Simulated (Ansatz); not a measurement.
Mulliken charges of C2H6Se2 (`C[Se][Se]C`) from ωB97M-V/def2-TZVPP in Ansatz (PBE0-D4/def2-TZVP geometry).

```tsv
atom	x (Å)	y (Å)	z (Å)	charge (e)
C1	-1.988	0.193	0.004	-0.411
Se2	-0.625	1.588	0.041	-0.026
Se3	1.024	0.540	1.270	-0.026
C4	1.965	-0.426	-0.139	-0.411
H5	-2.269	-0.073	1.020	0.155
H6	-1.625	-0.677	-0.538	0.141
H7	-2.845	0.620	-0.519	0.141
H8	1.313	-1.172	-0.588	0.141
H9	2.810	-0.920	0.343	0.141
H10	2.323	0.275	-0.889	0.155
```

Question: By hand: the dipole of these point charges (1 e Å = 4.8032 D).

Answer: Σ q r = (-0.041, -0.231, -0.142) e Å, of length 0.274 e Å = 1.32 D.

Question: How does the dipole of the full density compare? (An estimate is asked.)

Answer: Computed: (-0.059, -0.328, -0.201) e Å, 1.87 D; the point charges give 0.71 times that, at 0° from its direction.

Point charges leave out the atoms' own dipoles, such as those of lone pairs, and Mulliken's split depends on the basis, so the two needn't agree.
